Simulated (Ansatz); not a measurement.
The first iterations of a band of BCl3H (5 atoms, charge 0, multiplicity 2).

The calculation used UKS revPBE/def2-SVP in Ansatz.

| Quantity | Value |
| --- | --- |
| movable images | 6 |
| climbing image | no |
| spring | 5.0 eV/Å² |
| optimiser | quadratic models (default) |
| start path | through a guess of the saddle point |
| force threshold | 0.03 eV/Å |
| iteration limit | 60 |
| end points | relaxed |

Initial state:

```xyz
5
Properties=species:S:1:pos:R:3
B 0.002 -0.077 0.521
H -0.026 1.196 0.799
Cl 1.564 -0.149 -0.412
Cl -1.545 -0.214 -0.429
Cl 0.006 -0.756 2.211
```

Final state:

```xyz
5
Properties=species:S:1:pos:R:3
B 0.002 0.033 -0.007
H -0.003 -0.046 1.301
Cl 1.550 0.113 -0.791
Cl -1.538 0.049 -0.808
Cl -0.011 -0.149 2.995
```

| iteration | highest image above the first end (eV) | largest band force component (eV/Å) |
| --- | --- | --- |
| 1 | 1.517 | 6.832 |
| 2 | 0.839 | 2.833 |
| 3 | 0.832 | 1.489 |
| 4 | 0.876 | 1.147 |

**Question.** Does the band converge within its limit, and where does its top end?

**Answer.** It converged. It ended after 12 iterations with the highest image 0.724 eV above the first end. The highest image is an end point: on this band no image between the ends rises above it.

Time of the run: 87 s on 2 threads of Intel(R) Xeon(R) Platinum 8488C (Sapphire Rapids), on a shared host, peak memory 0.17 GiB.
